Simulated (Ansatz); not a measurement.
Cartesian coordinates in Å:
```
O 0.944 1.668 -0.602
Al 1.162 -0.011 -0.468
C -0.347 -0.948 0.263
C -1.423 -0.255 0.609
F -2.522 -0.818 1.127
H 1.606 2.264 -0.947
H 2.515 -0.695 -0.923
H -0.391 -2.024 0.420
H -1.545 0.820 0.519
```

Charge 0, multiplicity 1.

List the r2SCAN/def2-TZVPP orbital energies in eV (the Gaussian-basis code of Ansatz). (Best estimate.)

Ansatz gave: Occupied: -1516.84, -666.71, -515.38, -275.54, -272.63, -110.37, -70.72, -70.50, -70.46, -32.39, -25.57, -19.91, -15.47, -13.54, -12.69, -11.77, -11.64, -9.61, -9.15, -8.34, -8.08, -7.48, -6.84. Lowest empty: -1.69, -0.01, 0.26, 0.79, 2.05, 2.58, 2.78, 3.49.
